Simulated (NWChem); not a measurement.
System: C₂H₂BClO; SMILES C#CB(O)Cl

The following NWChem deck was run.

```
start job
memory heap 200 mb stack 900 mb global 1100 mb
geometry units angstroms noautoz
  B     -0.389739    -0.091219     0.000000
  C      0.174180     1.334196     0.000000
  C      0.602627     2.472947     0.000000
  H      0.993105     3.475508     0.000000
  Cl     0.707077    -1.466816     0.000000
  O     -1.710089    -0.347787     0.000000
  H     -2.241342     0.456571     0.000000
end
basis spherical
  * library pcseg-2
end
dft
  xc pbe0
  iterations 150
  semidirect filesize 400000000
  mulliken
end
task dft energy
```

Coordinates come from a PBE0/def2-SVP optimisation.

Q: What results follow from this input? (PBE0/pcseg-2.) Quantities: basis functions; energy (Ha); highest occupied level (eV); orbital gap (eV); dipole (D).

A: 
```json
{
  "number_of_basis_functions": "182",
  "energy (Ha)": "-637.46",
  "highest occupied level (eV)": "-8.53",
  "orbital gap (eV)": "7.03",
  "dipole (D)": "2.96"
}
```
